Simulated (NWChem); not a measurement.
System: vinylidene fluoride (C₂H₂F₂); SMILES C=C(F)F

Input file for NWChem:

```
start job
memory heap 200 mb stack 900 mb global 1100 mb
geometry units angstroms noautoz
  C      0.014897    -1.383744     0.000000
  C      0.000704    -0.060042     0.000000
  F     -1.080642     0.680154     0.000000
  F      1.066012     0.703120     0.000000
  H      0.966391    -1.911793     0.000000
  H     -0.925041    -1.932095     0.000000
end
basis spherical
  * library def2-tzvpd
end
dft
  xc xtpss03 ctpss03
  iterations 150
  semidirect filesize 400000000
  mulliken
end
task dft energy
```

Structure relaxed at the PBE0/def2-SVP level.

Task: What results follow from this input? (TPSS/def2-TZVPD.) Quantities: energy (Ha); highest occupied level (eV); orbital gap (eV); dipole (D).

Result: 
```
Quantity                       Value
---------------------------  -------
energy (Ha)                  -277.22
highest occupied level (eV)    -6.48
orbital gap (eV)                5.98
dipole (D)                      1.08
```
